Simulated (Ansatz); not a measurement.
Species: HgCl$_{2}$, net charge 1, doublet state. The spin state was set by rule; other spins were not relaxed. 
Structure (B3LYP-D3(BJ)/def2-TZVP (Ansatz, a quantum-chemistry and plane-wave program) minimum search):
```xyz
3

Hg     0.0000     0.0000     0.0000
Cl     0.0000     0.0000     2.2795
Cl     0.0000     0.0000    -2.2795
```
Charge +1, spin multiplicity 2.

Basis-set convergence of Hartree-Fock and CCSD(T) correlation energies (hartree) with Ansatz. Valence correlation only, unless marked. Open shells are spin-unrestricted. No spin-orbit coupling. Frozen are the shells of the preceding noble gas and the d and f shells that filled before the atom's block. Past Kr the def2 sets carry scalar-relativistic core potentials.

```csv
basis,functions,E(HF),"E(corr, CCSD(T))"
def2-SVPD,89,-1070.92105,-0.57647
def2-TZVPPD,164,(withheld),(withheld)
```

Complete the blanks.


- def2-TZVPPD, E(HF): -1071.23996
- def2-TZVPPD, E(corr, CCSD(T)): -0.79989
